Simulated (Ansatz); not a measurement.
One change: `COB(N)F` becomes `BB(F)OC`.

Ansatz, PBE0-D4/def2-TZVP geometries, multiplicity 1. Each molecule was computed in one conformer, which needn't be the lowest.

| property | `COB(N)F` |
| --- | --- |
| HOMO–LUMO gap (PBE/def2-TZVPP) / eV | 6.31 |
| HOMO energy (PBE0/def2-TZVPP) / eV | -7.67 |
| HOMO energy (B3LYP/def2-TZVPP) / eV | -7.43 |
| HOMO energy (ωB97M-V/def2-TZVPP) / eV | -10.05 |
| HOMO–LUMO gap (ωB97M-V/def2-TZVPP) / eV | 12.24 |
| size of the dipole moment (ωB97M-V/def2-TZVPP) / D | 0.78 |

Problem. Give the same properties after the change, and the shifts. (Best estimate.)

Solution. Computed: 
| property | `BB(F)OC` | shift |
| --- | --- | --- |
| HOMO–LUMO gap (PBE/def2-TZVPP) / eV | 3.84 | -2.47 |
| HOMO energy (PBE0/def2-TZVPP) / eV | -8.55 | -0.88 |
| HOMO energy (B3LYP/def2-TZVPP) / eV | -8.35 | -0.92 |
| HOMO energy (ωB97M-V/def2-TZVPP) / eV | -10.87 | -0.82 |
| HOMO–LUMO gap (ωB97M-V/def2-TZVPP) / eV | 10.69 | -1.55 |
| size of the dipole moment (ωB97M-V/def2-TZVPP) / D | 2.53 | 1.75 |

With PBE0 the HOMO falls by 0.88 eV and the LUMO falls by 3.11 eV, so the gap narrows by about 2.23 eV. PBE moves the HOMO by -0.89 eV and ωB97M-V by -0.82 eV. Dipoles are sizes alone; their direction can turn.

B3LYP here is the variant with VWN-RPA as its local correlation; programs differ in this.
